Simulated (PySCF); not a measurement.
[Mn(OH)6]3-: Mn(III) (d4), charge -3. The structure is a PBE0-D3(BJ)/def2-SVP, IEF-PCM water geometry optimised for multiplicity 5; coordination octahedral, point group Ci, metal–donor distances 1.95–2.32 Å.

```
13

Mn    0.0000    0.0000    0.0000
O     0.1488    0.2711    2.2988
H     1.0702    0.1786    2.0186
O    -0.1488   -0.2711   -2.2988
H    -1.0702   -0.1786   -2.0186
O     1.9591    0.0698    0.1260
H     1.9238    1.0365    0.1811
O    -1.9591   -0.0698   -0.1260
H    -1.9238   -1.0365   -0.1811
O     0.0692    1.9318    0.2275
H     0.0725    1.7099    1.1891
O    -0.0692   -1.9318   -0.2275
H    -0.0725   -1.7099   -1.1891
```

Method (PySCF 2.14, density fitting): CASSCF(4,5) with orbitals averaged over all microstates of the shell, strongly contracted NEVPT2 on the averaged canonical orbitals; basis x2c-TZVPall; spin-free X2C; IEF-PCM water; spin-orbit coupling by state interaction with the mean-field operator over all roots.

Problem. What is the ground state?

Solution. 5Ag (from 5Eg) (S = 2, orbital degeneracy 1), with 3.0 electrons in the lower (t2g-type) set and 1.0 in the upper (eg-type) set, by NEVPT2.

Problem. Where do the spin-allowed transitions within the shell lie?

Solution. By NEVPT2: 5Ag (from 5Eg) at 15356 cm⁻¹ (651 nm); 5Ag (from 5T2g) at 22144 cm⁻¹ (452 nm); 5Ag (from 5T2g) at 24402 cm⁻¹ (410 nm); 5Ag (from 5T2g) at 26184 cm⁻¹ (382 nm). All are electric-dipole forbidden at this geometry.

Problem. Which is the lowest state of another spin?

Solution. 3Ag (from 3T1g) at 13793 cm⁻¹ by NEVPT2; CASSCF alone puts it at 17852 cm⁻¹ above the same ground state.

Problem. Give the fitted ligand-field and repulsion parameters.

Solution. At CASSCF level (the NEVPT2 levels don't fit a ligand-field model well): orbital energies 0, 945, 3452, 7288, 20142 cm⁻¹; 10Dq = 12249 cm⁻¹ (difference of the means of the two sets); B = 1084 cm⁻¹; C = 4087 cm⁻¹; B over its free-ion value at the same level 0.884; rms of the fit 256 cm⁻¹; ζ = 336 cm⁻¹ (free ion 363).

Problem. What are the magnetic parameters?

Solution. The ground multiplet follows a spin Hamiltonian with S = 2, g = 1.976, 1.996, 1.997, D = -3.19 cm⁻¹, E/|D| = 0.01 (spin-orbit part alone); the lowest levels hold 100 % of the spin-free ground state. μeff is 4.88 μB at 300 K and 4.75 μB at 10 K; the spin-only value is 4.90 μB.

NEVPT2 lifts 5Ag (from 5T2g) from 17704 to 22144 cm⁻¹; on the d shell alone it tends to overshoot states that fill the eg-type orbitals. NEVPT2 on the d shell alone tends to put d–d bands too high for such charged or covalently bound ions. Gaps between spin states lean to high spin in this active space.

The job took 34 s on one thread of Arm Neoverse V2 (shared host), with 270 basis functions and a peak of 1.2 GiB, launched as `OMP_NUM_THREADS=1 python lf_run.py task.json out`.
